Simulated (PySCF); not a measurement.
# What a mistake does to a calculation on BCGeH5O

Calculated results; nothing here was measured. The program is PySCF 2.14.0, an open-source quantum chemistry code, run on an isolated molecule that a program drew, which may never have been made. The molecule is BCGeH5O (charge 0, singlet), drawn as the SMILES string `B=[CH][GeH2][OH]`.

Each row is a Hartree-Fock (HF) and frozen-core CCSD(T) single point in the cc-pVDZ basis, meant for a local HF minimum. Run 1 is clean. Each other run has one planted mistake out of seven kinds, and not every kind appears here: one electron removed, one electron added, multiplicity raised by two, geometry at a saddle point, minimal basis STO-3G, one bond length entered in bohr, all coordinates scaled. The reference is restricted for singlets and unrestricted otherwise, and also for a bond in bohr. Adding or removing an electron swaps singlet and doublet. Electrons count all cores. HOMO and LUMO are orbital energies over both spins, the gradient is its largest component, and the lowest frequency (negative if imaginary) is given only where the gradient is small. Bond lengths are over the 8 bonds as drawn. T1 is the CCSD diagnostic: over 0.02 (restricted) or 0.045 (unrestricted) a single reference is doubtful. Germanium has the cc-pVDZ-PP basis, with a core potential (ECP10MDF) in place of its 10 inner electrons, and its 3s, 3p and 3d shells are frozen in CCSD(T).

Geometry of the clean run:
```xyz
9
BCGeH5O, angstrom
B    -2.4068    0.9733    0.7212
C    -1.0581    1.2421    0.7843
Ge    0.1077    0.3678   -0.4882
O     0.9091    1.5718   -1.5333
H    -3.5459    0.7011    0.6140
H    -0.5941    1.9055    1.5060
H    -0.7121   -0.5956   -1.3565
H     1.2710   -0.3500    0.1863
H     0.3335    2.2488   -1.8586
```

| run | electrons | basis functions | <S^2> | HOMO (eV) | LUMO (eV) | gradient (hartree/bohr) | lowest frequency (cm^-1) | mean bond (Å) | longest bond (Å) | T1 | HF (hartree) | CCSD(T) (hartree) | mistake |
|---|---|---|---|---|---|---|---|---|---|---|---|---|---|
| 1 | 56 | 90 | 0.000 | -9.44 | 2.06 | 8.6e-06 | 102 | 1.4202 | 1.935 | 0.0148 | -433.66691 | -434.21736 | no fault |
| 2 | 56 | 90 | 2.018 | -6.63 | 0.00 | 1.3e-01 | - | 1.4202 | 1.935 | 0.0150 | -433.57860 | -434.09611 | multiplicity raised by two |
| 3 | 56 | 90 | 0.865 | -8.55 | 1.12 | 6.8e-03 | - | 1.5897 | 2.881 | 0.0380 | -433.56188 | -434.09989 | one bond length entered in bohr |
| 4 | 57 | 90 | 0.786 | 0.01 | 8.69 | 6.2e-02 | - | 1.4202 | 1.935 | 0.0163 | -433.62772 | -434.19085 | ? |
| 5 | 55 | 90 | 0.756 | -16.85 | -6.81 | 6.8e-02 | - | 1.4202 | 1.935 | 0.0217 | -433.37327 | -433.88025 | ? |

**Which mistake was planted in run 4, and what did it cost?**

It counts 57 electrons, one more than the clean run, at the same geometry and basis. So the mistake is: one electron added. Subtracting run 1 and multiplying by 627.51 kcal/mol a hartree, the energy moved by 24.6 kcal/mol in HF and 16.6 kcal/mol in CCSD(T).

**Which mistake was planted in run 5, and what did it cost?**

It counts 55 electrons, one fewer than the clean run, at the same geometry and basis. So the mistake is: one electron removed. Subtracting run 1 and multiplying by 627.51 kcal/mol a hartree, the energy moved by 184.3 kcal/mol in HF and 211.5 kcal/mol in CCSD(T).

Cautions from the logs. Run 4: the HOMO is above zero, so the electron isn't bound and the energy depends on the basis.
